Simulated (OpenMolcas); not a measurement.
# Cr⁺: CASPT2 settings compared

```
Program             : OpenMolcas 26.06
Basis               : ANO-RCC-VDZ [5s4p2d]
Scalar Hamiltonian  : X2C, point nucleus
Active space        : 5 electrons in 6 orbitals (3d 4s)
State averaging     : 2S+1 = 6 even, 6 roots; 2S+1 = 4 even, 44 roots kept (CI in the orbitals of an earlier block, 35 in the spin-orbit step); 2S+1 = 2 even, 11 roots kept (CI in the orbitals of an earlier block)
Spin-orbit coupling : RASSI with atomic mean-field integrals over the reference wave functions, term energies averaged over their components
```

Methods on the same reference wave functions:
A. CASSCF
B. SS-CASPT2, IPEA 0.75 Eh, real shift 0.3 Eh (closed shells correlated: 3s 3p)
C. SS-CASPT2, IPEA 0.5 Eh, sigma2 regulariser 0.1 Eh (closed shells correlated: 3s 3p)
D. SS-CASPT2, IPEA 0.1 Eh, sigma2 regulariser 0.25 Eh (closed shells correlated: 2s 2p 3s 3p)

Energies in cm⁻¹ above 3d⁵ ⁶S_5/2, the measured ground level; measured values from NIST Handbook of Basic Atomic Spectroscopic Data.

```
        Level      A      B      C      D  Measured
   3d⁵ ⁶S_5/2    0.0    0.0    0.0    0.0       0.0
3d⁴ 4s ⁶D_1/2   1158   8880   9230   9360     11962
3d⁴ 4s ⁶D_3/2   1233   8950   9310   9430     12033
3d⁴ 4s ⁶D_5/2   1357   9080   9430   9560     12148
3d⁴ 4s ⁶D_7/2   1526   9250   9600   9730     12304
3d⁴ 4s ⁶D_9/2   1737   9460   9810   9940     12496
3d⁴ 4s ⁴D_1/2  11068  17410  17510  17230     19528
3d⁴ 4s ⁴D_3/2  11175  17510  17610  17330     19631
3d⁴ 4s ⁴D_5/2  11354  17690  17790  17510     19798
3d⁴ 4s ⁴D_7/2  11607  17940  18040  17770     20024
```

Deviations, from unrounded energies. A percentage is the sum of absolute deviations over the sum of measured energies, with the sign that they share, or ± where signs differ.

| Against measurement | Levels | A | B | C | D |
| --- | --- | --- | --- | --- | --- |
| mean absolute deviation (cm-1) | 9 | 9700 | 2600 | 2400 | 2500 |
| other configurations (%) | 9 | -62.7 | -17.0 | -15.4 | -15.8 |

C, D lie about equally close to measurement and A furthest from it. The largest miss of C in the table is 3d⁴ 4s ⁶D_1/2, by -2700 cm-1. The ranking rests on the paired levels alone, and a cruder setting can come out closer through cancelling errors.

Among B to D the level of the table that moves most is 3d⁴ 4s ⁶D_7/2, by 480 cm-1 (lowest in B, highest in D). Moves below CASPT2's spread within the term are not significant.

The lowest spin-free term lies below A's lowest term by 0.220 hartree in B, 0.228 hartree in C, 0.254 hartree in D.

Term energies are means over components that CASPT2 splits; among the terms shown or strongly mixed into the levels shown the widest spread is 19 cm-1 (3d⁴ 4s ⁴D, D). Some high roots are left out of the spin-orbit mixing, which shifts the levels that they would mix with. Terms from blocks run as CI alone lack orbitals of their own. A single d shell beside an s shell can misplace configurations of different d count against each other. Without dynamic correlation excited terms often stand tens of per cent too high (terms of higher spin than the ground term too low), and those without a measured partner can miss by more than the paired ones (holds for A). Computed and measured levels are paired by configuration, term and J; levels that our copy of the source lacks, or whose pairing is in doubt (as where it misses far off the trend of its configuration), stay unpaired and out of the deviations. Levels of configurations outside the active space are missing. Levels that lie high or do not pair safely by name in every column are left out.
